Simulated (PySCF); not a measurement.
Zr⁺ (zirconium, charge +1) across methods

[Kr] 4d3, high-spin 4F determinant (an excited configuration). All numbers are calculated (PySCF 2.14, scalar relativity through the core potential, in def2-QZVPPD with the def2 core potential (28 electrons)).

```
method  E (hartree)  mean ε 4p α (eV)  mean ε 4p β (eV)  mean ε 4d α (eV)  Σ⟨r²⟩ (bohr²)   ⟨S²⟩
r2SCAN     -46.6710           -38.373           -36.406            -9.142          34.86  3.752
   M06     -46.5932           -39.563           -37.812            -9.738          35.29  3.750
  PBE0     -46.6428           -39.951           -37.828           -10.088          34.93  3.752
 B3LYP     -46.6641           -39.485           -37.563            -9.824          35.15  3.751
 M06-L     -46.6507           -38.039           -36.147            -8.676          34.57  3.751
   PBE     -46.6517           -37.435           -35.886            -9.006          35.40  3.751
   LDA     -46.4996           -37.471           -35.953            -9.033          35.65  3.750
   UHF    -46.23686           -46.799           -42.690           -12.905          34.53  3.756
```

Question: Estimate the same row for HSE06.

Answer: E (hartree) = -46.6419; mean ε 4p α (eV) = -39.546; mean ε 4p β (eV) = -37.434; mean ε 4d α (eV) = -9.692; Σ⟨r²⟩ (bohr²) = 34.98; ⟨S²⟩ = 3.752.

Energies and moments cover only the electrons outside the core potential.
